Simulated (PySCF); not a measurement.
AlFI₂. Atoms are numbered in the order given.

```xyz
4

Al     0.0000     0.0000    -0.8564
F      0.0000     0.0000    -2.5293
I      0.0000    -2.1589     0.3198
I      0.0000     2.1589     0.3198
```

Geometry optimised at PBE-D3(BJ)/def2-SVP. The def2 effective core potentials stand for the cores of I; spin–orbit coupling is left out.

All values below come from PBE-D3(BJ)/def2-SVP in PySCF.

Frequencies are harmonic and unscaled.

Q: List the normal modes with their intensities. (The exact figures need the calculation; the answer reports its results.)

A: 
| mode | ν (cm⁻¹) | IR (km/mol) | Raman (Å⁴/amu) | depolarisation | moving atoms (share of kinetic energy) |
|---|---|---|---|---|---|
| 1 | 74 | 0.5 | 4.1 | 0.61 | I 77 %, Al 13 %, F 9 % |
| 2 | 158 | 12.1 | 1.3 | 0.75 | F 84 %, I 16 % |
| 3 | 183 | 22.5 | 1.8 | 0.75 | Al 78 %, F 19 % |
| 4 | 242 | 3.6 | 12.0 | 0.09 | I 38 %, Al 33 %, F 29 % |
| 5 | 448 | 190.1 | 1.7 | 0.75 | Al 89 %, I 10 % |
| 6 | 852 | 93.0 | 1.9 | 0.17 | F 55 %, Al 45 % |
